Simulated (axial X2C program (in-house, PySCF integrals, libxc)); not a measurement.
## Worked dissociation energy of OsSe: PBE0, with spin–orbit coupling

Computed with an in-house all-electron X2C program for linear molecules (integrals from PySCF). Two-component (2c) means X2C with spin–orbit coupling and atomic mean-field two-electron Coulomb and Gaunt terms. Basis: Os dyall-cv3z [13s14p9d6f4g], Se dyall-cv3z [8s9p6d4f1g] (cores contracted in-house); Gaussian nuclei, density fitting, unrestricted open shells. Masses: Os 191.961 u, Se 79.917 u.

Molecular state: Ω = 2 (⟨Sz⟩ = 1.68, ⟨Lz⟩ = 0.32 at PBE0).

| Quantity | Value |
| --- | --- |
| E(Os) (2M_J = 8) | -17255.402090 hartree |
| E(Se) (2M_J = 4) | -2428.794155 hartree |
| E(OsSe) at Re | -19684.327299 hartree |
| ωe | 346.1 cm⁻¹ |

(1) Work out De and D0.

One determinant describes the state; a PBE0 search over occupations chose it and may have missed a lower one. Dissociation energies refer to the lowest single-determinant-based atoms at the same level and basis. Density functionals use the spin component along the axis (collinear). PBE0 can misorder states that lie within some tenths of an eV, so this need not be the ground state of the molecule. The nearest other 2c determinant of the search, Ω = 4, lies 0.04 eV up at the distance of the search. Without a current term, density functionals place determinants with orbital angular momentum somewhat too high. With several unpaired electrons one determinant need not be a pure state. Open-shell Ω = 0 determinants with evenly filled partner blocks cannot be reached by this program, so the Ω shown need not be the lowest component.

Each atomic determinant is the lowest at this level and need not be a pure J level. Totals compare only within one Hamiltonian and basis.

## Answers

(1) De = -17255.402090 + (-2428.794155) − (-19684.327299) = 0.13105 hartree = 3.566 eV. The zero-point energy is ωe/2 = 173 cm⁻¹ = 0.021 eV, so D0 = 3.545 eV.
